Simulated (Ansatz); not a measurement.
Abridged output of a molecular run in Ansatz:

```
Functional definition: HF
1056 factors; integrals over basis functions are off by at most 1.1e-3 eV
mean field evaluation 1: about -13929.6444 eV, gradient 4.0e1 eV
mean field evaluation 2: about -13929.8020 eV, gradient 4.0e1 eV
mean field evaluation 4: about -13933.1489 eV, gradient 4.4e0 eV
mean field evaluation 8: about -13933.2095 eV, gradient 2.5e-1 eV
mean field -13933.20988765 eV, -512.0360191022 hartree, gradient 1.4e-6 eV, S^2 0.000000; 0 other end points of the search recorded, 0 dependent functions left out
7 core orbitals not correlated: weight in the atoms' cores, before any rotation towards them, 1.000 or more for the frozen orbitals, at most 0.000 for the correlated occupied ones
reference -13933.20988765 eV, -512.0360191022 hartree; 21, 21 occupied and 80, 80 virtual orbitals, 1056 factors
second order -30.43872821 eV of doubles, -0.00000000 eV of singles
cycle   1  -30.48969670 eV  change   -5.1e-2 eV  update   1.1e-1
cycle   2  -31.10621977 eV  change   -6.2e-1 eV  update   3.2e-2
cycle   3  -31.26996559 eV  change   -1.6e-1 eV  update   1.5e-2
cycle   4  -31.26340143 eV  change    6.6e-3 eV  update   2.8e-3
cycle   5  -31.26186315 eV  change    1.5e-3 eV  update   1.2e-3
cycle   6  -31.26261289 eV  change   -7.5e-4 eV  update   3.5e-4
cycle   7  -31.26246540 eV  change    1.5e-4 eV  update   1.4e-4
cycle   8  -31.26233122 eV  change    1.3e-4 eV  update   4.1e-5
cycle   9  -31.26233948 eV  change   -8.3e-6 eV  update   1.4e-5
perturbative correction -0.71580980 eV, -0.0263055251 hartree
Total energy: -13965.18803693 eV, -513.2111944129 hartree
```

Its atoms:

Z-matrix (Å, degrees):
```
C
C 1 1.508
F 1 1.348 2 119.1
C 1 1.492 2 59.6 3 -111.0
H 1 1.087 2 116.5 3 143.8
F 2 1.348 1 119.1 3 -137.9
H 2 1.087 1 116.5 3 5.8
F 4 1.332 1 120.3 2 107.1
F 4 1.332 1 117.9 2 -111.0
```

Question: Which basis set was used?
A. cc-pV(T+d)Z
B. def2-SVP
C. def2-TZVPPD
D. cc-pV(Q+d)Z

Answer: B. It gives 108 functions.

Question: Write the keys of the input that set method, charge and spin (a neutral closed shell needs none for the last two).

Answer: 
```yaml
correlation: {method: ccsd_t}
```
